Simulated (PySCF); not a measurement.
# Partial charges of `C#C[Si@H](C)[SiH2][SiH2][SiH3]`

Compound: C₃H₁₂Si₄.
Structure used (GFN2-xTB), in Å, numbered top down from 1:
```
atom  x, y, z in Å
C1    -3.723    2.303   -1.157
C2    -3.022    1.353   -0.926
Si3   -1.875   -0.060   -0.562
C4    -2.468   -0.828    1.077
Si5    0.344    0.624   -0.428
Si6    1.989   -1.016   -0.354
Si7    4.193   -0.315   -0.344
H8    -4.346    3.127   -1.359
H9    -2.123   -1.039   -1.640
H10   -2.423   -0.110    1.891
H11   -1.848   -1.677    1.351
H12   -3.493   -1.177    1.006
H13    0.513    1.511    0.738
H14    0.619    1.512   -1.570
H15    1.765   -1.943   -1.479
H16    1.734   -1.874    0.819
H17    4.779   -0.313    0.999
H18    5.084   -1.126   -1.178
H19    4.291    1.059   -0.846
```

Density: PBE0/pcSseg-1 (PySCF); schemes: Mulliken, IAO, Hirshfeld and ESP-fitted. The structure is a single GFN2-xTB conformer in the gas phase; no vibrational or solvent corrections. GFN2-xTB frequencies show an imaginary mode (22i cm⁻¹), so this geometry is no minimum at that level.

Problem. At which atom do the 4 schemes differ most?

Solution. At C4: from -0.702 (IAO) to -0.209 e (Hirshfeld), 0.493 e apart.

Problem. For which atoms does the sign change between the 4 schemes (beyond +0.03 e in one, beyond −0.03 e in another)?

Solution. Si5 and Si6. Atomic charges aren't observables, and each scheme defines them in its own way.

Problem. Which atoms carry the lowest charge in the Mulliken, IAO, Hirshfeld and ESP-fitted schemes?

Solution. All schemes agree: Mulliken C4 (-0.610); IAO C4 (-0.702); Hirshfeld C4 (-0.209); ESP-fitted C4 (-0.587).

Problem. Give the atomic charges in each scheme.

Solution. In e:

```csv
atom,environment,Mulliken,IAO,Hirshfeld,ESP-fitted
C1,terminal alkyne carbon,-0.215,-0.194,-0.089,-0.288
C2,alkyne carbon,-0.162,-0.315,-0.156,-0.269
Si3,SiH silicon,+0.581,+0.663,+0.303,+0.663
C4,Si-methyl carbon,-0.610,-0.702,-0.209,-0.587
Si5,SiH2 silicon,+0.009,+0.141,+0.147,-0.069
Si6,SiH2 silicon,-0.035,+0.138,+0.147,+0.216
Si7,SiH3 silicon,+0.223,+0.306,+0.222,+0.222
H8,alkyne hydrogen,+0.063,+0.202,+0.097,+0.287
H9,Si–H hydrogen,-0.049,-0.105,-0.075,-0.144
H10,methyl hydrogen,+0.146,+0.160,+0.044,+0.149
H11,methyl hydrogen,+0.140,+0.155,+0.041,+0.131
H12,methyl hydrogen,+0.150,+0.164,+0.047,+0.158
H13,Si–H hydrogen,-0.026,-0.082,-0.074,-0.028
H14,Si–H hydrogen,-0.017,-0.081,-0.075,-0.040
H15,Si–H hydrogen,-0.017,-0.082,-0.076,-0.095
H16,Si–H hydrogen,-0.023,-0.085,-0.077,-0.089
H17,Si–H hydrogen,-0.053,-0.093,-0.072,-0.075
H18,Si–H hydrogen,-0.050,-0.090,-0.070,-0.068
H19,Si–H hydrogen,-0.055,-0.098,-0.075,-0.072
```

Mean size of the charges over all atoms: IAO 0.203 e, ESP-fitted 0.192 e, Mulliken 0.138 e, Hirshfeld 0.110 e. Each set sums to the total charge, 0, to within 0.001 e. The Hirshfeld scheme weights the molecular density at each point by an atom's share of the summed free-atom densities. The Mulliken scheme gives each basis function's population to the atom it is centred on and halves the overlap population of two atoms between them.

Problem. How closely do the schemes follow one another over all atoms?

Solution. Correlation coefficient and root-mean-square difference: IAO with ESP-fitted 0.96, 0.072 e; Mulliken with IAO 0.96, 0.085 e; Mulliken with ESP-fitted 0.93, 0.093 e; IAO with Hirshfeld 0.93, 0.157 e; Hirshfeld with ESP-fitted 0.88, 0.154 e; Mulliken with Hirshfeld 0.81, 0.136 e.

Problem. How many electrons does the Hirshfeld scheme count on Si7?

Solution. Z − q = 14 − (+0.222) = 13.778.
